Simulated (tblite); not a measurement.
C5H9B2NO2.
Bonds: C1–C2, C2–C3 (triple), C3–C4, C4–C5, C5–N6 (triple), N6–B7, B7–B8, B8–O9, B8–O10. Hydrogens: H11, H12, H13 on C1; H14, H15 on C4; H16, H17 on B7; H18 on O9; H19 on O10.
Bond orders are those of one Lewis drawing.

Computed with GFN2-xTB (tblite), gas phase: L-BFGS steps from a force-field or distance-geometry start until the largest atomic force falls under 0.01 eV/Å.

The end geometry, which sets the zero of energy:
```
atom  x, y, z in Å
C1      4.5747   -0.7511   -0.4028
C2      3.3361   -0.0139   -0.2969
C3      2.3207    0.6161   -0.2123
C4      1.0670    1.3545   -0.1166
C5     -0.0617    0.4684   -0.2465
N6     -0.9539   -0.2542   -0.3528
B7     -2.1856   -1.0127   -0.4408
B8     -3.4554    0.0684   -0.0365
O9     -4.7826   -0.2972   -0.0229
O10    -3.2258    1.3690    0.3077
H11     5.4159   -0.0597   -0.4411
H12     4.5695   -1.3536   -1.3105
H13     4.6940   -1.4077    0.4584
H14     1.0183    2.1064   -0.9130
H15     1.0083    1.8683    0.8503
H16    -2.2637   -1.4161   -1.5642
H17    -2.0928   -1.9128    0.3417
H18    -4.9571   -1.2048   -0.2607
H19    -4.0357    1.8420    0.5136
```

Problem. These geometries come from the run, each turned onto the end geometry. Order them by energy, lowest first.
A.
```
atom  x, y, z in Å
C1      4.4522   -0.7346   -0.3965
C2      3.2126    0.0028   -0.3051
C3      2.2491    0.7093   -0.2955
C4      0.9753    1.3912   -0.2034
C5     -0.1055    0.4589   -0.2196
N6     -0.9858   -0.2813   -0.2477
B7     -2.1518   -1.1312   -0.2803
B8     -3.4101   -0.0035    0.0393
O9     -4.7057   -0.1564   -0.3940
O10    -3.0853    1.0982    0.8000
H11     5.3202   -0.0744   -0.4394
H12     4.4721   -1.3382   -1.3088
H13     4.5649   -1.3776    0.4838
H14     0.8839    2.0910   -1.0218
H15     0.9377    1.9899    0.6937
H16    -2.1999   -1.5602   -1.3722
H17    -1.9958   -2.0187    0.4801
H18    -4.8899   -1.0179   -0.8117
H19    -3.5481    1.9620    0.6534
```
B.
```
atom  x, y, z in Å
C1      4.4739   -0.7406   -0.3998
C2      3.2473    0.0206   -0.3216
C3      2.2585    0.6981   -0.2734
C4      0.9826    1.4112   -0.1968
C5     -0.1114    0.4642   -0.2214
N6     -0.9396   -0.3393   -0.2440
B7     -2.1496   -1.1496   -0.2908
B8     -3.3788    0.0112    0.0326
O9     -4.6927   -0.1036   -0.3626
O10    -3.0233    1.1831    0.6276
H11     5.3180   -0.0542   -0.4292
H12     4.4616   -1.3555   -1.2965
H13     4.5713   -1.4011    0.4585
H14     0.8688    2.1076   -1.0426
H15     0.9321    1.9841    0.7406
H16    -2.2094   -1.5759   -1.4114
H17    -2.0202   -2.0275    0.5139
H18    -4.8719   -0.9463   -0.7735
H19    -3.7271    1.8227    0.7446
```
C.
```
atom  x, y, z in Å
C1      4.5372   -0.7348   -0.4047
C2      3.3208    0.0397   -0.3221
C3      2.3068    0.6732   -0.2486
C4      1.0313    1.3753   -0.1775
C5     -0.0596    0.4357   -0.2516
N6     -0.9328   -0.3149   -0.3121
B7     -2.1642   -1.0810   -0.3481
B8     -3.4142    0.0442   -0.0143
O9     -4.7501   -0.1644   -0.2669
O10    -3.1326    1.2472    0.5617
H11     5.4107   -0.0857   -0.4387
H12     4.5187   -1.3430   -1.3079
H13     4.6107   -1.3842    0.4666
H14     0.9468    2.0859   -1.0088
H15     0.9519    1.9321    0.7640
H16    -2.2292   -1.5859   -1.4290
H17    -2.0832   -1.8983    0.5181
H18    -4.9625   -0.9996   -0.6768
H19    -3.9162    1.7678    0.7507
```
D.
```
atom  x, y, z in Å
C1      4.4691   -0.7351   -0.4026
C2      3.2396    0.0321   -0.3520
C3      2.2235    0.6607   -0.2617
C4      0.9755    1.4187   -0.2025
C5     -0.1601    0.5358   -0.2112
N6     -0.9858   -0.2760   -0.2558
B7     -2.1700   -1.1090   -0.2555
B8     -3.4777   -0.0615    0.1568
O9     -4.7247   -0.2123   -0.3479
O10    -3.3478    1.0697    0.9683
H11     5.3238   -0.0516   -0.4250
H12     4.4660   -1.3788   -1.2893
H13     4.5375   -1.3867    0.4790
H14     0.9182    2.0868   -1.0675
H15     0.9754    2.0197    0.7098
H16    -2.3236   -1.4641   -1.3805
H17    -1.9525   -1.9931    0.5086
H18    -4.8164   -0.9645   -0.9294
H19    -3.1795    1.8184    0.4127
```
E.
```
atom  x, y, z in Å
C1      4.5997   -0.7429   -0.4026
C2      3.3540   -0.0145   -0.3225
C3      2.3299    0.6030   -0.2516
C4      1.0756    1.3406   -0.1576
C5     -0.0580    0.4542   -0.2312
N6     -0.9623   -0.2578   -0.3037
B7     -2.1973   -1.0106   -0.3846
B8     -3.4731    0.0726   -0.0127
O9     -4.8017   -0.2634   -0.1471
O10    -3.2565    1.3367    0.4522
H11     5.4367   -0.0460   -0.4330
H12     4.6148   -1.3540   -1.3042
H13     4.7081   -1.3908    0.4667
H14     1.0071    2.0649   -0.9779
H15     1.0389    1.8888    0.7911
H16    -2.2607   -1.4360   -1.5017
H17    -2.1218   -1.8941    0.4172
H18    -4.9665   -1.1464   -0.4699
H19    -4.0766    1.8048    0.6271
```

Solution. E (0.003 eV), C (0.017 eV), B (0.064 eV), A (0.341 eV), D (0.659 eV).

In the order of the answer:

| step | E above end (eV) | largest force (eV/Å) | rms force component (eV/Å) | rms distance from end (Å) | rms bond change (Å) | bond most changed (Å) |
| --- | --- | --- | --- | --- | --- | --- |
| 87 | 0.003 | 0.02 | 0.006 | 0.086 | 0.001 | B7–B8 -0.002 |
| 50 | 0.017 | 0.08 | 0.024 | 0.180 | 0.001 | B7–H17 -0.003 |
| 24 | 0.064 | 0.20 | 0.077 | 0.247 | 0.004 | N6–B7 +0.008 |
| 17 | 0.341 | 1.50 | 0.379 | 0.278 | 0.014 | O10–H19 +0.031 |
| 9 | 0.659 | 0.44 | 0.143 | 0.350 | 0.011 | B8–O10 +0.033 |

What follows is the cost of the whole relaxation. On an Arm Neoverse N1 with one thread, shared host with 64 logical CPUs at a one-minute load of 62, this took 1.5 s.
